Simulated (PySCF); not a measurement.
C2H2F, charge -1, singlet, at a GFN2-xTB geometry, with bond 4-2 at 1.6 times its length. Base run: PySCF with HF/aug-cc-pVDZ.

Geometry (Å):
```xyz
5

C      0.0224     0.6473    -0.0198
C      1.1481    -0.0730    -0.0270
F     -1.1542    -0.3047     0.0384
H      1.3392    -1.8301     0.0203
H      2.0981     0.4669    -0.0673
```
Charge -1, spin multiplicity 1.
All else is at PySCF's defaults.
Base energy -176.16525 Eh.

Each row names what was changed in the base input (with any setting that the change needs).

```
change                                                                            ΔE vs base (mEh)  SCF cycles
--------------------------------------------------------------------------------  ----------------  ----------
base                                                                                         0.000          12
diis = off; damp = 0.3 (with mf.diis_start_cycle = 200; with mf.max_cycle = 150)             0.000          25
init_guess = mod_huckel                                                                      0.000          12
solver = newton                                                                              0.000           -
conv_tol = 1e-6                                                                              0.000           9
conv_tol = 1e-4                                                                              0.005           6
diis_space = 12                                                                              0.000          12
conv_tol_grad = 1e-7                                                                         0.000          16
init_guess = 1e                                                                              0.000          22
diis = off; damp = 0.6 (with mf.diis_start_cycle = 200; with mf.max_cycle = 150)             0.000          44
init_guess = huckel                                                                          0.000          12
level_shift = 0.5 (with mf.max_cycle = 100)                                                  0.000          20
conv_tol = 1e-7                                                                              0.000          10
```
